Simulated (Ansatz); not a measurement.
Relaxation of F2H7PSi2 (12 atoms, charge 0, multiplicity 1), to a largest force component of 0.03 eV/Å in at most 50 steps.

These are results of Ansatz, RKS LDA/def2-SVP, not measurements.

```xyz
12
Properties=species:S:1:pos:R:3
Si 0.187 -0.157 0.160
Si 0.224 -0.158 2.411
H -0.784 -1.083 3.018
H 1.605 -0.610 2.818
H 0.022 1.240 2.926
H 1.548 -0.005 -0.455
F -0.716 1.026 -0.485
F -0.403 -1.569 -0.383
P -3.098 0.308 0.863
H -2.278 -0.832 0.556
H -3.666 -0.362 2.012
H -2.098 0.919 1.682
```

Question: Where does it end, and by what steps?

Answer: The run converged. The force dipped under the threshold on the way, but the program's further checks kept it going. After 22 steps the energy has fallen by 0.121 eV; H11 moved furthest, 1.02 Å.

| step | energy less start (eV) | largest force component (eV/Å) | accepted |
| --- | --- | --- | --- |
| 0 | 0.0000 | 1.047 | yes |
| 1 | -0.0765 | 0.209 | yes |
| 2 | -0.0431 | 0.446 | no |
| 3 | -0.0843 | 0.037 | yes |
| 4 | -0.0849 | 0.013 | yes |
| 5 | -0.0858 | 0.046 | yes |
| 6 | -0.0865 | 0.022 | yes |
| 7 | -0.0872 | 0.262 | yes |
| 8 | -0.0893 | 0.092 | yes |
| 9 | -0.0906 | 0.039 | yes |
| 10 | -0.0927 | 0.102 | yes |
| 11 | -0.0891 | 0.380 | no |
| 12 | -0.0966 | 0.029 | yes |
| 13 | -0.0985 | 0.132 | yes |
| 14 | -0.0999 | 0.187 | yes |
| 15 | -0.1026 | 0.176 | yes |
| 16 | -0.1037 | 0.386 | yes |
| 17 | -0.1108 | 0.227 | yes |
| 18 | -0.1170 | 0.058 | yes |
| 19 | -0.1204 | 0.050 | yes |
| 20 | -0.1165 | 0.215 | no |
| 21 | -0.1033 | 0.919 | no |
| 22 | -0.1212 | 0.012 | yes |

```xyz
12
Properties=species:S:1:pos:R:3
Si 0.272 -0.144 0.151
Si 0.173 -0.245 2.482
H -0.651 -1.419 2.934
H 1.582 -0.423 2.992
H -0.382 1.037 3.042
H 1.651 -0.227 -0.435
F -0.378 1.241 -0.385
F -0.588 -1.350 -0.509
P -3.376 0.140 1.134
H -2.609 -0.911 0.510
H -2.771 -0.105 2.422
H -2.381 1.125 0.786
```

Run time: 17 s on 4 threads of Arm Neoverse V2, on a shared host, peak memory 0.16 GiB.
